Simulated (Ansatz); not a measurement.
Ansatz (an electronic-structure program) job for In(F)(Br)(OH) (BrFHInO), SMILES [OH][In]([F])[Br], B3LYP-D3(BJ)/def2-SVP. 

Ansatz 0.2 input:
```yaml
crystal:
  periodic: [false, false, false]
  atoms:
    - {symbol: In, position_ang: [-0.01136517, -0.63453250, -0.00000000]}
    - {symbol: F, position_ang: [1.64731138, -1.69729792, 0.00000000]}
    - {symbol: Br, position_ang: [-0.01682443, 1.81566789, 0.00000000]}
    - {symbol: O, position_ang: [-1.55208888, -1.80721549, 0.00000000]}
    - {symbol: H, position_ang: [-1.26334282, -2.72287869, -0.00000000]}
basis:
  gaussian:
    orbitals: def2-SVP
hamiltonian:
  xc: b3lyp
  dispersion: d3bj
relax: {f_tol: 0.002, max_steps: 200}
```

Output:

```
WARN ansatz: RAYON_NUM_THREADS=1 ignored (pool sized by the plan → 1); use --threads N
Functional definition: B3LYP
integrals: 0.04 GiB planned
1025 factors; integrals over basis functions are off by at most 2.4e-4 eV
mean field: 0.44 GiB planned
mean field evaluation 1: about -79984.3408 eV, gradient 6.8e1 eV
mean field evaluation 2: about -79924.3452 eV, gradient 1.7e2 eV
mean field evaluation 4: about -79992.0907 eV, gradient 1.9e1 eV
mean field evaluation 8: about -79992.6888 eV, gradient 2.8e-1 eV
mean field evaluation 16: about -79992.6890 eV, gradient 2.6e-5 eV
mean field -79992.68901531 eV, -2939.6771003205 hartree, gradient 2.6e-5 eV, S^2 0.000000; 0 other end points of the search recorded, 0 dependent functions left out
the calculation of the forces begins
reference -79992.68926744 eV, -2939.6771095863 hartree; 37, 37 occupied and 54, 54 virtual orbitals, 1025 factors
relax step   1: F+E_penalty+E_count = -79992.85769469 eV  Δ(F+E_penalty+E_count) = +0.000e0 eV  max|allowed force component| = 1.161e0 eV/Å  Δτ_max = 0.0000 Å  (29 SCF iters, accepted)
these checks for a lower state are left out or cut short: starts, cluster_reference, orbital_swaps, neighbouring_geometries, increment
integrals: 0.04 GiB planned
1025 factors; integrals over basis functions are off by at most 2.3e-4 eV
mean field: 0.44 GiB planned
mean field -79992.73723473 eV, -2939.6788723516 hartree, gradient 7.4e-6 eV, S^2 0.000000; 0 other end points of the search recorded, 0 dependent functions left out
the calculation of the forces begins
reference -79992.73748796 eV, -2939.6788816578 hartree; 37, 37 occupied and 54, 54 virtual orbitals, 1025 factors
relax step   2: F+E_penalty+E_count = -79992.90460743 eV  Δ(F+E_penalty+E_count) = -4.691e-2 eV  max|allowed force component| = 1.966e-1 eV/Å  Δτ_max = 0.0849 Å  (33 SCF iters, accepted)
these checks for a lower state are left out or cut short: starts, cluster_reference, orbital_swaps, neighbouring_geometries, increment
integrals: 0.04 GiB planned
1025 factors; integrals over basis functions are off by at most 2.3e-4 eV
mean field: 0.44 GiB planned
mean field evaluation 32: about -79992.7418 eV, gradient 2.6e-5 eV
mean field -79992.74180545 eV, -2939.6790403223 hartree, gradient 2.6e-5 eV, S^2 0.000000; 0 other end points of the search recorded, 0 dependent functions left out
the calculation of the forces begins
reference -79992.74205918 eV, -2939.6790496468 hartree; 37, 37 occupied and 54, 54 virtual orbitals, 1025 factors
relax step   3: F+E_penalty+E_count = -79992.90945014 eV  Δ(F+E_penalty+E_count) = -4.843e-3 eV  max|allowed force component| = 1.155e-1 eV/Å  Δτ_max = 0.0510 Å  (32 SCF iters, accepted)
these checks for a lower state are left out or cut short: starts, cluster_reference, orbital_swaps, neighbouring_geometries, increment
integrals: 0.04 GiB planned
1025 factors; integrals over basis functions are off by at most 2.3e-4 eV
mean field: 0.44 GiB planned
mean field -79992.74232732 eV, -2939.6790595007 hartree, gradient 2.5e-5 eV, S^2 0.000000; 0 other end points of the search recorded, 0 dependent functions left out
the calculation of the forces begins
reference -79992.74258116 eV, -2939.6790688292 hartree; 37, 37 occupied and 54, 54 virtual orbitals, 1025 factors
relax step   4: F+E_penalty+E_count = -79992.90995289 eV  Δ(F+E_penalty+E_count) = -5.027e-4 eV  max|allowed force component| = 3.387e-2 eV/Å  Δτ_max = 0.0107 Å  (32 SCF iters, accepted)
these checks for a lower state are left out or cut short: starts, cluster_reference, orbital_swaps, neighbouring_geometries, increment
integrals: 0.04 GiB planned
1025 factors; integrals over basis functions are off by at most 2.3e-4 eV
mean field: 0.44 GiB planned
mean field -79992.74238014 eV, -2939.6790614420 hartree, gradient 2.4e-5 eV, S^2 0.000000; 0 other end points of the search recorded, 0 dependent functions left out
the calculation of the forces begins
reference -79992.74263401 eV, -2939.6790707714 hartree; 37, 37 occupied and 54, 54 virtual orbitals, 1025 factors
relax step   5: F+E_penalty+E_count = -79992.91002685 eV  Δ(F+E_penalty+E_count) = -7.396e-5 eV  max|allowed force component| = 1.916e-2 eV/Å  Δτ_max = 0.0073 Å  (26 SCF iters, accepted)
these checks for a lower state are left out or cut short: starts, cluster_reference, orbital_swaps, neighbouring_geometries, increment
integrals: 0.04 GiB planned
1025 factors; integrals over basis functions are off by at most 2.3e-4 eV
mean field: 0.44 GiB planned
mean field -79992.74237744 eV, -2939.6790613428 hartree, gradient 1.9e-5 eV, S^2 0.000000; 0 other end points of the search recorded, 0 dependent functions left out
the calculation of the forces begins
reference -79992.74263128 eV, -2939.6790706710 hartree; 37, 37 occupied and 54, 54 virtual orbitals, 1025 factors
relax step   6: F+E_penalty+E_count = -79992.91004517 eV  Δ(F+E_penalty+E_count) = -1.832e-5 eV  max|allowed force component| = 1.480e-3 eV/Å  Δτ_max = 0.0039 Å  (25 SCF iters, accepted)
integrals: 0.04 GiB planned
1025 factors; integrals over basis functions are off by at most 2.3e-4 eV
mean field: 0.44 GiB planned
mean field evaluation 64: about -79992.7157 eV, gradient 1.5e0 eV
mean field -79992.74237744 eV, -2939.6790613428 hartree, gradient 1.9e-5 eV, S^2 0.000000; 1 other end points of the search recorded, 0 dependent functions left out
the calculation of the forces begins
reference -79992.74263128 eV, -2939.6790706710 hartree; 37, 37 occupied and 54, 54 virtual orbitals, 1025 factors
Total energy: -79992.91029901 eV, -2939.6852323465 hartree
Atom 0 at     0.028628    -0.677890     0.000000 Å, force    -0.001108    -0.000865    -0.000000 eV/Å
Atom 1 at     1.761708    -1.597784    -0.000000 Å, force     0.000127     0.000481     0.000000 eV/Å
Atom 2 at    -0.006310     1.785872     0.000000 Å, force     0.000651     0.000298     0.000000 eV/Å
Atom 3 at    -1.610508    -1.808443    -0.000000 Å, force     0.000249    -0.001394     0.000000 eV/Å
Atom 4 at    -1.369828    -2.748012     0.000000 Å, force     0.000081     0.001480    -0.000000 eV/Å
Dipole moment:    -0.161755    -0.160926    -0.000000 e Å
```

The run converged.

Cost: roughly 26 core-seconds.
